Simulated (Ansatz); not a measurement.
`C[N+]1(C)[Ga@H-]([CH3])[N+](C)(C)[Ga@@H-]1[CH3]`, one more setting.

```yaml
crystal:
  periodic: [false, false, false]
  atoms:
    - {symbol: C, position_ang: [-2.325755, -0.698929, 1.095522]}
    - {symbol: Ga, position_ang: [-0.355876, -0.832640, 1.157864]}
    - {symbol: N, position_ang: [0.481305, 1.009087, 0.976796]}
    - {symbol: C, position_ang: [1.714107, 1.149816, 1.747214]}
    - {symbol: C, position_ang: [-0.414691, 2.120108, 1.276211]}
    - {symbol: Ga, position_ang: [0.819094, 0.697255, -1.001751]}
    - {symbol: C, position_ang: [-0.597168, 1.552290, -2.081245]}
    - {symbol: N, position_ang: [0.380082, -1.260664, -0.686363]}
    - {symbol: C, position_ang: [-0.590575, -1.827253, -1.615664]}
    - {symbol: C, position_ang: [1.568966, -2.107769, -0.639653]}
    - {symbol: H, position_ang: [-2.776512, -1.688000, 0.982731]}
    - {symbol: H, position_ang: [-2.674771, -0.077085, 0.267460]}
    - {symbol: H, position_ang: [-2.712935, -0.268050, 2.022142]}
    - {symbol: H, position_ang: [0.454900, -1.655593, 2.231384]}
    - {symbol: H, position_ang: [2.230600, 2.085314, 1.500066]}
    - {symbol: H, position_ang: [1.509746, 1.147506, 2.824821]}
    - {symbol: H, position_ang: [2.396143, 0.325449, 1.534771]}
    - {symbol: H, position_ang: [0.048044, 3.082272, 1.023111]}
    - {symbol: H, position_ang: [-0.670028, 2.147491, 2.342981]}
    - {symbol: H, position_ang: [-1.341164, 2.030889, 0.708956]}
    - {symbol: H, position_ang: [2.365470, 0.832054, -1.280323]}
    - {symbol: H, position_ang: [-0.482418, 2.639047, -2.077173]}
    - {symbol: H, position_ang: [-0.541910, 1.222638, -3.121641]}
    - {symbol: H, position_ang: [-1.599165, 1.321599, -1.711142]}
    - {symbol: H, position_ang: [-0.173945, -1.901822, -2.627990]}
    - {symbol: H, position_ang: [-0.892125, -2.836401, -1.308041]}
    - {symbol: H, position_ang: [-1.485436, -1.206731, -1.663187]}
    - {symbol: H, position_ang: [2.306098, -1.697545, 0.051890]}
    - {symbol: H, position_ang: [1.319687, -3.121289, -0.302556]}
    - {symbol: H, position_ang: [2.040243, -2.183052, -1.627190]}
basis:
  gaussian: {orbitals: aug-pcseg-2}
total_charge: 1
magnetization: {spin_polarized: true, initial_magnetization: 1}
hamiltonian: {xc: {name: revPBE0}}
scf: {lower_state_search: full}
output: {forces: true}
```

```sh
$ ansatz run in.yaml --threads 11 --pin off --events-out ev --progress --plain --max-ram 110592MiB --backend cuda --devices 0, --max-vram 75GiB
```

Output, abridged:

```
Functional definition: revPBE0
3764 factors; their error is unknown
mean field evaluation 1: about -114230.9689 eV, gradient 9.5e1 eV
mean field evaluation 2: about -114170.0428 eV, gradient 1.4e2 eV
mean field evaluation 4: about -114269.6950 eV, gradient 1.9e1 eV
mean field evaluation 8: about -114271.4613 eV, gradient 5.5e-1 eV
mean field evaluation 16: about -114271.8011 eV, gradient 3.5e-2 eV
mean field -114271.80108106 eV, -4199.4112335201 hartree, gradient 2.1e-5 eV, S^2 0.758296; 8 other end points of the search recorded, 2 dependent functions left out
reference -114271.80117026 eV, -4199.4112367982 hartree; 66, 65 occupied and 878, 879 virtual orbitals, 3764 factors
Total energy: -114271.80117026 eV, -4199.4112367982 hartree
Atom 0 at    -2.325755    -0.698929     1.095522 Å, force    -0.350168     0.259467    -0.332025 eV/Å
Atom 1 at    -0.355876    -0.832640     1.157864 Å, force    -0.428402    -0.484930     0.687500 eV/Å
Atom 2 at     0.481305     1.009087     0.976796 Å, force     0.108276     0.943873     0.727523 eV/Å
Atom 3 at     1.714107     1.149816     1.747214 Å, force     0.517300    -0.156109     0.171002 eV/Å
Atom 4 at    -0.414691     2.120108     1.276211 Å, force    -0.483139     0.287388    -0.059472 eV/Å
Atom 5 at     0.819094     0.697255    -1.001751 Å, force     0.336681     0.511246    -0.718729 eV/Å
Atom 6 at    -0.597168     1.552290    -2.081245 Å, force    -0.547064     0.004019     0.030284 eV/Å
Atom 7 at     0.380082    -1.260664    -0.686363 Å, force     0.022886    -0.982154    -0.683315 eV/Å
Atom 8 at    -0.590575    -1.827253    -1.615664 Å, force    -0.496336    -0.001645    -0.271233 eV/Å
Atom 9 at     1.568966    -2.107769    -0.639653 Å, force     0.517363    -0.145858     0.178377 eV/Å
Atom 10 at    -2.776512    -1.688000     0.982731 Å, force     0.186334    -0.067094    -0.017949 eV/Å
Atom 11 at    -2.674771    -0.077085     0.267460 Å, force    -0.036178    -0.046351     0.065193 eV/Å
Atom 12 at    -2.712935    -0.268050     2.022142 Å, force     0.190489     0.026067     0.050369 eV/Å
Atom 13 at     0.454900    -1.655593     2.231384 Å, force     0.188632     0.176970    -0.252855 eV/Å
Atom 14 at     2.230600     2.085314     1.500066 Å, force    -0.119025    -0.025997     0.040997 eV/Å
Atom 15 at     1.509746     1.147506     2.824821 Å, force    -0.043806     0.071729    -0.097208 eV/Å
Atom 16 at     2.396143     0.325449     1.534771 Å, force    -0.027373     0.052395     0.022074 eV/Å
Atom 17 at     0.048044     3.082272     1.023111 Å, force     0.041535    -0.098728     0.068261 eV/Å
Atom 18 at    -0.670028     2.147491     2.342981 Å, force     0.111466    -0.007796    -0.060419 eV/Å
Atom 19 at    -1.341164     2.030889     0.708956 Å, force     0.063152     0.015456     0.045379 eV/Å
Atom 20 at     2.365470     0.832054    -1.280323 Å, force    -0.102397    -0.201813     0.282165 eV/Å
Atom 21 at    -0.482418     2.639047    -2.077173 Å, force     0.146609    -0.030974     0.129724 eV/Å
Atom 22 at    -0.541910     1.222638    -3.121641 Å, force     0.143300    -0.124268     0.061802 eV/Å
Atom 23 at    -1.599165     1.321599    -1.711142 Å, force     0.035146     0.046714    -0.065520 eV/Å
Atom 24 at    -0.173945    -1.901822    -2.627990 Å, force     0.044241    -0.037565     0.112971 eV/Å
Atom 25 at    -0.892125    -2.836401    -1.308041 Å, force     0.114218     0.053326    -0.015666 eV/Å
Atom 26 at    -1.485436    -1.206731    -1.663187 Å, force     0.060132    -0.051370    -0.003620 eV/Å
Atom 27 at     2.306098    -1.697545     0.051890 Å, force    -0.031274    -0.035101    -0.041926 eV/Å
Atom 28 at     1.319687    -3.121289    -0.302556 Å, force    -0.043712     0.073455    -0.095950 eV/Å
Atom 29 at     2.040243    -2.183052    -1.627190 Å, force    -0.118885    -0.024350     0.042265 eV/Å
Dipole moment:     0.019922    -0.005792     0.006730 e Å
```

It took 28 s on 11 threads of an AMD EPYC 7R13 on a shared host and a whole NVIDIA H100 80 GB, with 2.9 GiB of host memory at the peak.
